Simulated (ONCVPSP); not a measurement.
## Transferability test, ONCV potential for Bi (Z = 83)

```
Element                 : bismuth (Bi)
Generator               : ONCVPSP 4.0.1
Type                    : optimised norm-conserving Vanderbilt (ONCV)
Functional              : PBE
Relativity              : scalar-relativistic
Frozen core             : [Kr] 4d10 4f14
Valence charge          : 23
Reference configuration : 5s2 5p6 5d10 6s2 6p1 (charge +2)
Partial waves           : 5s+6s: rc 1.35 bohr, ncon 5, nbas 10, qcut 9.3 1/bohr, 2 projectors; 5p+6p: rc 1.65 bohr, ncon 5, nbas 10, qcut 8.4 1/bohr, 2 projectors; 5d: rc 1.10 bohr, ncon 5, nbas 8, qcut 10 1/bohr, 1 projector
Local potential         : polynomial inside 0.75 bohr (lpopt 5, dvloc0 0 Ha)
Core correction         : Teter function, fcfact 4, rcfact 1.15
```

Energies are relative to the spin-unpolarised reference configuration 5s2 5p6 5d10 6s2 6p1; without spin polarisation the order of configurations can differ from experiment.

```tsv
valence configuration	charge	ΔE all-electron (eV)	error AE − PS (meV)
5s2 5p6 5d10 6s2 6p3	0	-23.161	+10
5s2 5p6 5d10 6s2 6p0	+3	23.343	-12
5s2 5p6 5d10 6s1 6p0	+4	68.749	-32
```

Problem. What are ΔE and the potential's error for 5s2 5p6 5d10 6s2 6p2?

Solution. ΔE = -15.247 eV all-electron; the error (AE − PS) is +6.9 meV.

Levels in the configuration 5s2 5p6 5d10 6s2 6p3:

```csv
level,all-electron (eV),pseudo (eV)
5s,-157.790,-157.770
5p,-95.858,-95.845
5d,-27.082,-27.085
6s,-14.477,-14.476
6p,-4.571,-4.571
```

Note: ghosts flagged at negative energy: s at -287.2 eV; GHOST(+) flagged for p at 95.1 eV. A true bound ghost makes a file unfit for plane-wave use.
